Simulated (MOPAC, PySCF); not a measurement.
CH6OSi, SMILES `CO[SiH3]`, neutral singlet in the gas phase. 

Z-matrix (Å, degrees):
```
O
C 1 1.4184
H 2 1.0897 1 108.05
H 2 1.0949 3 108.64 1 120.94
H 2 1.0949 3 108.64 4 118.12
Si 1 1.6454 2 123.33 3 -180.00
H 6 1.4759 1 106.48 2 180.00
H 6 1.4857 7 110.39 1 -120.45
H 6 1.4857 7 110.39 8 -119.10
```
Charge 0, spin multiplicity 1.

All levels are single points at this geometry (B3LYP-D3(BJ)/def2-TZVP); Pople sets use spherical d functions. Orbital energies aren't observables, and empty levels follow the basis.

HF/STO-3G in PySCF gives dipole (D) = 1.00.

Q: Estimate the dipole (D) from each of these levels: B3LYP-D3(BJ)/def2-TZVP in PySCF; B3LYP/6-31G* in PySCF; BP86/6-31G* in PySCF; PBE/6-31G* in PySCF; PM6 in MOPAC.

A: 
| level | dipole (D) |
|---|---|
| B3LYP-D3(BJ)/def2-TZVP in PySCF | 1.14 |
| B3LYP/6-31G* in PySCF | 1.20 |
| BP86/6-31G* in PySCF | 1.17 |
| PBE/6-31G* in PySCF | 1.16 |
| PM6 in MOPAC | 2.18 |
